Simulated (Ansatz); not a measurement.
Coupled-cluster diagnostics for the cluster BO₃H₃ (the lowest singlet isomer of a short search), Ansatz.

Geometry of the singlet (PBE-D4/def2-TZVP):

Cartesian coordinates in Å:
```
B -0.341 0.034 -0.435
O 0.912 0.281 -0.703
O -0.418 0.038 1.145
O 1.465 0.456 -1.982
H -1.376 -0.178 -0.978
H 0.536 0.149 1.402
H -0.777 -0.779 1.552
```

Correlated methods freeze 4 core orbitals. The structure holds one bond between oxygen atoms, so isomers without such links may lie far lower. The structure comes from a short search, and lower isomers may exist.

Question: Estimate the CCSD(T) correlation energy, the shares of MP2 and (T), T1 and the reference's ⟨S²⟩ for: charge 0, singlet, own geometry in def2-TZVPP; charge 1, doublet, vertical in def2-TZVPP; and the rough time on 2 threads of Arm Neoverse V2 on a shared host.

Answer: 
```
                          state       basis  correlation (eV)  MP2 share (%)  (T) share (%)     T1  ⟨S²⟩ (pure)  wall time   remarks
charge 0, singlet, own geometry  def2-TZVPP           -23.637           94.3            3.9  0.026  0.00 (0.00)       36 s  large T1
    charge 1, doublet, vertical  def2-TZVPP           -21.977           93.1            3.6  0.020  0.76 (0.75)    2.8 min         –
```
Customary marks for T1 are 0.02 (closed shells), 0.045 (open shells) and about 0.05 (3d metals). T1 exceeds 0.02 in 1 of 2 rows and 0.045 in 0; the higher it lies, the less the single-reference result can be trusted.
